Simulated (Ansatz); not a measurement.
CH5ClGaN, SMILES `[NH2][GaH][CH2]Cl` at its PBE0-D4/def2-TZVP geometry, where that method's forces vanish. Total charge 0; spin multiplicity 1.

```json
{"atom": "N1", "x (Å)": "1.443", "y (Å)": "-1.049", "z (Å)": "0.353"}
{"atom": "Ga2", "x (Å)": "-0.300", "y (Å)": "-0.726", "z (Å)": "-0.022"}
{"atom": "C3", "x (Å)": "-0.878", "y (Å)": "1.167", "z (Å)": "0.018"}
{"atom": "Cl4", "x (Å)": "-1.020", "y (Å)": "1.630", "z (Å)": "-1.716"}
{"atom": "H5", "x (Å)": "1.874", "y (Å)": "-1.954", "z (Å)": "0.271"}
{"atom": "H6", "x (Å)": "2.120", "y (Å)": "-0.332", "z (Å)": "0.552"}
{"atom": "H7", "x (Å)": "-1.230", "y (Å)": "-1.918", "z (Å)": "-0.395"}
{"atom": "H8", "x (Å)": "-0.155", "y (Å)": "1.845", "z (Å)": "0.469"}
{"atom": "H9", "x (Å)": "-1.854", "y (Å)": "1.336", "z (Å)": "0.470"}
```

**Question.** For each bond, give half the difference of the two atoms' forces along it (eV/Å; positive pushes the atoms apart) under PBE-D4, r2SCAN-D4, B3LYP-D4, ωB97M-V in def2-TZVPP. (An estimate is asked.)

**Answer.** Ansatz gave: 
```csv
bond,length (Å),PBE-D4,r2SCAN-D4,B3LYP-D4,ωB97M-V
N1–Ga2,1.813,0.08,0.00,0.17,0.07
N1–H5,1.006,0.20,0.04,-0.04,-0.03
N1–H6,1.006,0.20,0.04,-0.04,-0.03
Ga2–C3,1.979,-0.05,-0.03,0.09,0.01
Ga2–H7,1.557,-0.06,-0.12,-0.13,-0.12
C3–Cl4,1.801,0.22,0.27,0.40,0.19
C3–H8,1.089,0.10,-0.05,-0.15,-0.10
C3–H9,1.089,0.11,-0.04,-0.14,-0.10
```

B3LYP here is the variant with VWN-RPA as its local correlation; programs differ in this.
